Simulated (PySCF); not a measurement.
Telling isomers of C₅H₉FOSi apart by NMR

[PySCF: coordinates at the GFN2-xTB level; σ from GIAO-PBE0/pcSseg-1; one computed conformer; averaged over atoms made equivalent by symmetry, fast rotation or ring inversion; non-relativistic; in vacuum]

δ = σ(ref) − σ, references computed at the same level: 1H, 13C vs TMS. Splittings of carbon signals by F and P are missing where no couplings were computed. Where no couplings were computed, multiplicities follow the n + 1 count of equivalent neighbours, and m marks all less simple cases (inequivalent or close neighbours, rings, F or P nearby). Shifts are as computed. Against solution values, carbons near 30 ppm lie about +3 ppm off and those near 130 ppm about +5 ppm. Of 1309 compounds with measured shifts, 239 miss one by over three times the rms of a fit or turn the order of signals round; such compounds aren't used in these exercises.

(1) Tabulate the signals of `C=C1CO[C@@H](F)C[SiH2]1`, `CC[SiH2]/C(F)=C\C=O`, `FC[SiH2]O[C@]12C[C@H]1C2`, `O=C(/C=C/F)CC[SiH3]` and their relative energies.

(2) What is the quickest way to tell C=C1CO[C@@H](F)C[SiH2]1 from CC[SiH2]/C(F)=C\C=O?

(3) What is the quickest way to tell CC[SiH2]/C(F)=C\C=O from FC[SiH2]O[C@]12C[C@H]1C2?

(4) What is the quickest way to tell FC[SiH2]O[C@]12C[C@H]1C2 from O=C(/C=C/F)CC[SiH3]?

Results:

(1) 
| SMILES | carbon types | δC | δH | E rel. (kcal/mol) |
| --- | --- | --- | --- | --- |
| C=C1CO[C@@H](F)C[SiH2]1 | 1×C 1×CH 3×CH2 | 148.5, 133.7, 112.1, 71.8, 19.0 | 6.37 (m, 1H), 6.07 (br s, 1H), 5.78 (br s, 1H), 5.16 (m, 1H), 4.75 (m, 1H), 4.35 (m, 1H), 4.25 (m, 1H), 1.34 (m, 1H), 1.18 (m, 1H) | 0.0 |
| CC[SiH2]/C(F)=C\C=O | 1×C 2×CH 1×CH2 1×CH3 | 201.2, 192.0, 133.9, 10.1, 4.4 | 10.03 (m, 1H), 6.43 (m, 1H), 4.72 (m, 2H), 1.22 (m, 2H), 1.22 (m, 3H) | 7.8 |
| FC[SiH2]O[C@]12C[C@H]1C2 | 1×C 1×CH 3×CH2 | 82.4, 54.0, 34.9, 6.6 | 4.97 (m, 2H), 4.76 (m, 2H), 2.04 (m, 2H), 1.87 (m, 1H), 0.77 (m, 2H) | 32.4 |
| O=C(/C=C/F)CC[SiH3] | 1×C 2×CH 2×CH2 | 202.2, 175.6, 116.4, 44.4, 4.8 | 8.06 (m, 1H), 6.14 (m, 1H), 3.88 (t, 3H), 2.71 (t, 2H), 0.92 (m, 2H) | 7.2 |

Energies are electronic energies at PBE0/pcSseg-1 on these geometries, without zero-point or thermal terms, each for the one conformer computed, which needn't be the lowest.

(2) Both give the same number of carbon signals, but DEPT or the intensities differ. The first has a terminal =CH2 carbon at 133.7 ppm, the second an aldehyde carbonyl carbon (CH) at 192.0 ppm. Their most deshielded carbons lie at 148.5 and 201.2 ppm. In the proton spectra the most deshielded non-exchanging signals are 6.37 (m, 1H) and 10.03 (m, 1H).

(3) Count the carbon signals: 5 against 4. The first has a β carbon of a C=C–C=O unit (C) at 201.2 ppm, the second an sp3 CH2 bonded to F and Si at 82.4 ppm. In the proton spectra the most deshielded non-exchanging signals are 10.03 (m, 1H) and 4.97 (m, 2H).

(4) Count the carbon signals: 4 against 5. The first has a three-membered-ring carbon (C) at 54.0 ppm, the second a ketone carbonyl carbon (C) at 202.2 ppm. Their most deshielded carbons lie at 82.4 and 202.2 ppm. In the proton spectra the most deshielded non-exchanging signals are 4.97 (m, 2H) and 8.06 (m, 1H).
